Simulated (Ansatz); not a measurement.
Cost and result for the atomization energy of CHF₅OSn, SMILES `[F][SnH]([F])[O]C(F)(F)F` (9 atoms, 8 bonds).

```xyz
9

F     2.3162    0.6323   -0.4486
Sn    0.6504    0.3418   -1.2927
F     0.6685   -1.4687   -1.8342
O    -0.7442    0.5348    0.0736
C    -0.7933   -0.1694    1.2007
F    -1.9194   -0.8753    1.2795
F     0.2344   -1.0390    1.2941
F    -0.7398    0.6246    2.2682
H     0.3272    1.4189   -2.5405
```

The species carries charge 0 and has multiplicity 1. Correlated methods include outer-core shells of Sn, which these sets cover unevenly. Sn: def2 effective core potential. Geometry: relaxed with PBE0-D4/def2-TZVP. It is one conformer, not always the lowest. Program: Ansatz. All runs use 2 threads of an AMD EPYC 7R13 on a shared host and a share of an NVIDIA H100 80 GB. Times are those of one run each, without the atoms' runs, and a repeat can differ threefold. Electronic energies, without spin–orbit coupling; frozen cores. CCSD(T)/CBS adds CCSD(T) − MP2 in def2-TZVPP to the MP2 limit, and its time is that of the two runs behind it. T1 = 0.014. With those shells the extrapolation isn't a true limit. B3LYP takes the VWN-RPA correlation (the form of Gaussian; ORCA's B3LYP/G).

CCSD(T)/CBS is a level of theory with its own doubt, some kJ/mol a heavy atom from the limit and from the frozen cores, so smaller differences don't rank the functionals.

```json
{"level": "PBE0-D4/def2-TZVPP", "functions": "281", "wall time": "2 s", "atomization (kcal/mol)": "797.7", "difference from CCSD(T)/CBS": "-12.6", "per bond": "-1.6"}
{"level": "ωB97X-V/def2-TZVPP", "functions": "281", "wall time": "3.1 s", "atomization (kcal/mol)": "810.6", "difference from CCSD(T)/CBS": "0.3", "per bond": "0.0"}
{"level": "B2PLYP/def2-TZVPP", "functions": "281", "wall time": "3.1 s", "atomization (kcal/mol)": "789.6", "difference from CCSD(T)/CBS": "-20.7", "per bond": "-2.6"}
{"level": "PBE-D4/def2-TZVPP (with forces)", "functions": "281", "wall time": "3.2 s", "atomization (kcal/mol)": "838.2", "difference from CCSD(T)/CBS": "27.9", "per bond": "3.5"}
{"level": "r2SCAN-D4/def2-TZVPP (with forces)", "functions": "281", "wall time": "3.5 s", "atomization (kcal/mol)": "809.8", "difference from CCSD(T)/CBS": "-0.5", "per bond": "-0.1"}
{"level": "B3LYP-D4/def2-TZVPP (with forces)", "functions": "281", "wall time": "3.7 s", "atomization (kcal/mol)": "791.1", "difference from CCSD(T)/CBS": "-19.2", "per bond": "-2.4"}
{"level": "MP2/def2-QZVPP", "functions": "511", "wall time": "4 s", "atomization (kcal/mol)": "840.0", "difference from CCSD(T)/CBS": "29.7", "per bond": "3.7"}
{"level": "ωB97M-V/def2-TZVPP (with forces)", "functions": "281", "wall time": "4.1 s", "atomization (kcal/mol)": "805.2", "difference from CCSD(T)/CBS": "-5.1", "per bond": "-0.6"}
{"level": "CCSD(T)/def2-TZVPP", "functions": "281", "wall time": "11 s", "atomization (kcal/mol)": "779.0", "difference from CCSD(T)/CBS": "-31.3", "per bond": "-3.9"}
{"level": "CCSD(T)/CBS(def2)", "functions": "–", "wall time": "15 s", "atomization (kcal/mol)": "810.3", "difference from CCSD(T)/CBS": "0.0", "per bond": "0.0"}
```

From PBE to PBE0 (25 % exact exchange), in def2-TZVPP and without D4, the atomization energy moves by −39.8 kcal/mol: exact exchange takes away binding that semilocal exchange gives to molecules. In def2-TZVPP, CCSD(T) changes the Hartree–Fock value by +260.8 kcal/mol (the triples alone add +21.0 kcal/mol) and MP2 by +302.4 kcal/mol; breaking electron pairs costs correlation energy, which Hartree–Fock lacks. The D4 term adds +8.0 kcal/mol with B3LYP and +4.2 kcal/mol with PBE0; it sums over pairs of atoms, weighted by their polarisabilities, and B3LYP, whose exchange is more repulsive, gets the larger term.

Spin–orbit coupling would lower the free Sn atoms strongly, and the atomization energy with them, by more than many differences here. For some Ge, Se and Sn compounds the MP2-based and the directly extrapolated limit differ by 10 to 25 kJ/mol.
